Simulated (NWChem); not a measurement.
# AlSiH4O3Cl; SMILES [OH][Al]([OH])[O][SiH2]Cl

```xyz
10

Si    -0.2966    -1.4686    -0.8871
Cl     0.2639    -2.4956     0.8247
O      0.0298     0.1184    -0.6971
Al     0.0158     1.6562     0.0242
O     -1.4406     2.2324     0.6586
O      1.4076     2.6149     0.0830
H     -1.7509    -1.7058    -1.0854
H      0.5006    -2.0187    -2.0144
H     -1.5338     3.0906     1.0746
H      2.2717     2.3650    -0.2461
```
Atoms are numbered in this order, from 1.

All runs: NWChem. Geometry: optimised at PBE0/def2-SVP. Ions are spin-unrestricted doublets at the neutral geometry; other ion states weren't tried.

For level B3LYP/aug-cc-pVDZ:

```yaml
vertical ionisation energy, ΔSCF (eV): 10.56
"−ε(HOMO) (eV)": 8.45
```

Question: Estimate the same quantities for level M06-2X/aug-cc-pVDZ.

Answer: 
| Item | Value |
|---|---|
| vertical ionisation energy, ΔSCF (eV) | 11.14 |
| −ε(HOMO) (eV) | 9.94 |
